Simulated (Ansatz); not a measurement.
`C[CH2][Mg][Cl]` + HBr → `C[CH2][Mg][Br]` + HCl at 500 K and 1 bar (ligand exchange at a Mg–Cl bond).

Gas-phase electronic energies from Ansatz, PBE0-D4/def2-TZVP geometries. CCSD(T)/CBS adds triple-zeta CCSD(T) − MP2 to the extrapolated MP2 energy (def2 sets, frozen cores). This one scheme is used for every species. For Br, Mg outer-core shells are correlated without core-valence functions, which leaves a few kJ/mol of doubt a bond. Scalar relativity is left out up to krypton. Each species was taken in one conformer, which may not be the lowest.

```csv
species,CCSD(T)/CBS energy (Eh),H − E (kJ/mol),S (J/(mol·K))
`C[CH2][Mg][Cl]`,-738.85772,210.7,387.9
HBr,-2573.91920,30.5,213.7
`C[CH2][Mg][Br]`,-2852.39929,210.5,399.9
HCl,-460.38127,32.5,201.9
```

H − E and S are ideal-gas, rigid-rotor, harmonic terms from PBE0-D4/def2-TZVP, for one conformer and one mirror image of each species. 1 Eh = 2625.50 kJ/mol, R = 8.31446 J/(mol·K).

Question: By hand: ΔE, ΔH, ΔS and ΔG.

Answer: ΔE = (-2852.39929) + (-460.38127) − (-738.85772) − (-2573.91920) = -0.00364 Eh = -9.6 kJ/mol. Δ(H − E) = 210.5 + 32.5 − 210.7 − 30.5 = 1.8, so ΔH = -7.8 kJ/mol. ΔS = 399.9 + 201.9 − 387.9 − 213.7 = 0.2 J/(mol·K). ΔG = -7.8 − 500 × (0.2)/1000 = -7.9 kJ/mol.

Question: By hand: the equilibrium constant, and the temperature at which ΔG would vanish if ΔH and ΔS stayed fixed.

Answer: log₁₀ K = −ΔG/(RT ln 10) = 0.8. ΔH and −TΔS have one sign here, so there is no such temperature.

The number of gas molecules stays the same, so ΔS is small and ΔH decides. A doubt of 5 kJ/mol in ΔE shifts log₁₀ K by 0.5 here. Other conformers and mirror images would add mixing entropy, several J/(mol·K) or more a flexible species. These are equilibria of isolated gas molecules and say nothing of rates. Largest T1 diagnostic: 0.008 (customary marks: 0.02 for closed shells, 0.045 for open ones).

ΔS is within the doubt of such terms, so its sign, and with it that verdict, could turn.
